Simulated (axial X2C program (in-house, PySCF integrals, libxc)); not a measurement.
## Density and ELF of InPt⁺

Computed with an in-house all-electron X2C program for linear molecules (integrals from PySCF). Two-component (2c) means X2C with spin–orbit coupling and atomic mean-field two-electron Coulomb and Gaunt terms. Basis: Pt dyall-v2z [11s12p9d5f], In dyall-v2z [9s10p7d] (cores contracted in-house); Gaussian nuclei, density fitting, unrestricted open shells. Masses: Pt 194.965 u, In 114.904 u.

PBE0, 2c, state Ω = 3 (⟨Sz⟩ = 1.00, ⟨Lz⟩ = 2.00 at PBE0); Pt at z = 0, In at z = 2.668 Å.

The maps cover the half plane through the axis: z from -2.4 to 4.8 Å along the bond, ρ from 0.15 to 2.25 Å away from it.

log10 of the density in e/bohr³:

```
 ρ\z  -2.4  -1.8  -1.2  -0.6   0.0   0.6   1.2   1.8   2.4   3.0   3.6   4.2   4.8
0.15  -3.4  -2.5  -1.4   0.0   1.9   0.0  -1.1  -0.8   0.7   0.5  -1.0  -2.0  -2.8
0.45  -3.5  -2.5  -1.5  -0.4   0.4  -0.4  -1.3  -1.0   0.2   0.1  -1.2  -2.0  -2.9
0.75  -3.6  -2.7  -1.8  -0.9  -0.4  -0.8  -1.5  -1.4  -0.6  -0.7  -1.5  -2.2  -3.0
1.05  -3.8  -2.9  -2.1  -1.4  -1.1  -1.3  -1.7  -1.7  -1.3  -1.3  -1.8  -2.4  -3.2
1.35  -4.1  -3.1  -2.4  -1.9  -1.6  -1.8  -2.1  -2.1  -1.8  -1.8  -2.2  -2.7  -3.4
1.65  -4.3  -3.5  -2.8  -2.3  -2.1  -2.2  -2.4  -2.5  -2.3  -2.3  -2.6  -3.1  -3.7
1.95  -4.6  -3.8  -3.2  -2.8  -2.6  -2.6  -2.8  -2.9  -2.8  -2.8  -3.0  -3.4  -3.9
2.25  -4.9  -4.2  -3.6  -3.2  -3.0  -3.1  -3.3  -3.3  -3.2  -3.2  -3.4  -3.8  -4.2
```

Electron localisation function (collinear form, no current term, damped to 0 at low density):

```
 ρ\z  -2.4  -1.8  -1.2  -0.6   0.0   0.6   1.2   1.8   2.4   3.0   3.6   4.2   4.8
0.15  0.01  0.09  0.24  0.65  0.32  0.63  0.33  0.26  0.20  0.49  0.30  0.66  0.86
0.45  0.01  0.09  0.22  0.60  0.40  0.57  0.34  0.21  0.75  0.73  0.27  0.68  0.83
0.75  0.01  0.08  0.20  0.43  0.55  0.43  0.34  0.20  0.41  0.38  0.31  0.72  0.74
1.05  0.00  0.06  0.18  0.29  0.34  0.34  0.34  0.25  0.23  0.24  0.43  0.77  0.53
1.35  0.00  0.04  0.15  0.22  0.25  0.29  0.30  0.24  0.28  0.33  0.53  0.77  0.22
1.65  0.00  0.01  0.10  0.18  0.21  0.24  0.19  0.17  0.29  0.40  0.60  0.58  0.05
1.95  0.00  0.00  0.04  0.11  0.15  0.15  0.09  0.08  0.25  0.42  0.50  0.17  0.01
2.25  0.00  0.00  0.01  0.04  0.07  0.06  0.03  0.02  0.10  0.20  0.13  0.02  0.00
```

Axial spin density in 10⁻³ e/bohr³:

```
 ρ\z  -2.4  -1.8  -1.2  -0.6    0.0   0.6  1.2   1.8   2.4   3.0   3.6  4.2  4.8
0.15   0.1   0.7   1.6  -4.2  159.9  -6.9  5.0  -1.3   0.1   8.3  11.1  4.6  0.8
0.45   0.1   0.7   2.3   6.4   67.0   6.6  4.8  -1.0  -0.5  -1.1   9.7  3.9  0.7
0.75   0.1   0.6   2.6  14.1   57.6  15.0  4.0  -0.8  -0.3   3.4   6.9  2.6  0.5
1.05   0.1   0.4   2.1   9.9   23.8  10.7  2.6  -0.5  -0.2   3.1   4.0  1.6  0.3
1.35   0.1   0.3   1.3   4.9    9.2   5.3  1.4  -0.3  -0.2   1.6   1.9  0.8  0.2
1.65   0.0   0.2   0.7   2.2    3.5   2.3  0.7  -0.2  -0.1   0.6   0.8  0.4  0.1
1.95   0.0   0.1   0.3   0.9    1.3   0.9  0.3  -0.1  -0.1   0.2   0.3  0.2  0.1
2.25   0.0   0.0   0.1   0.3    0.5   0.3  0.1   0.0   0.0   0.1   0.1  0.1  0.0
```

Occupations by symmetry block were frozen at the best pattern of an incomplete PBE0 search. Density functionals use the spin component along the axis (collinear). The functionals have no current-density term, which raises determinants with orbital currents, atoms included. With several unpaired electrons one determinant need not be a pure state. The lowest spin-free determinant has another configuration (M_S = 0, Λ = 0), so the order of states is uncertain and this need not be the ground state.
